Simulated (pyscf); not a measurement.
O=C(O⁻)–OH → O=C(O⁻)–OH (hydrogen shift; singlet surface; H–O broken, H–O formed). Optimised with ωB97X-D3(BJ)/def2-SVPD in PySCF. Correlated levels are frozen-core, on RHF or UHF. ΔMP2 is the change of the MP2 total energy from the triple- to the quadruple-zeta basis. Energies in kcal/mol from the reactant's lowest minimum found.

```tsv
level	barrier	reaction energy
ωB97X-D3(BJ)/def2-TZVPD	25.4	0.0
PBE/def2-TZVPD	20.7	0.0
B3LYP-D3(BJ)/def2-TZVPD	25.4	0.0
M06-2X/def2-TZVPD	25.3	0.0
CCSD/def2-TZVPPD	26.9	0.0
CCSD(T)/def2-TZVPPD	25.1	0.0
CCSD(T)/def2-TZVPPD + ΔMP2(QZVPPD)	___	0.0
```

Task: Fill in the missing entries.

Result: 
- CCSD(T)/def2-TZVPPD + ΔMP2(QZVPPD), barrier: 25.2

This is the saddle that the search found; another between the same sides may lie lower. The CCSD(T) − MP2 part came from Ansatz, without density fitting, on the same reference.
